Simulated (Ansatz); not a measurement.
Reaction (ligand exchange at the Hf–C bond): `[F][Hf]([F])([Cl])[c]1ccccc1` + HI → `[F][Hf]([F])([Cl])[I]` + `c1ccccc1`

Computed with Ansatz on PBE0-D4/def2-TZVP structures; ΔE is electronic, products minus reactants. CCSD(T)/CBS is the MP2 limit (def2-TZVPP, def2-QZVPP) plus CCSD(T) − MP2 in def2-TZVPP, frozen cores. Elements past krypton have def2 core potentials. For Hf, I outer-core shells are correlated without core-valence functions, which leaves a few kJ/mol of doubt a bond. One conformer a species, not always the lowest.

```
                       species  CCSD/CBS(def2) energy (Eh)
`[F][Hf]([F])([Cl])[c]1ccccc1`                  -938.74597
                            HI                  -298.02649
       `[F][Hf]([F])([Cl])[I]`                 -1004.96809
                    `c1ccccc1`                  -231.87394
```

Q: Work out ΔE.

A: ΔE = (-1004.96809) + (-231.87394) − (-938.74597) − (-298.02649) = -0.06957 Eh = -43.7 kcal/mol. CCSD(T)/CBS gives -43.2 kcal/mol.

Largest T1 diagnostic among the species: 0.014.

From r2SCAN to r2SCAN0 (25 % exact exchange), in def2-TZVPP and without D4, ΔE moves by −0.9 kcal/mol. In def2-TZVPP, CCSD(T) changes the Hartree–Fock value by +6.4 kcal/mol (the triples alone add +0.5 kcal/mol) and MP2 by +4.8 kcal/mol. At CCSD(T), def2-SVP lies +5.1 kcal/mol from the extrapolated value and def2-TZVPP +1.6 kcal/mol.
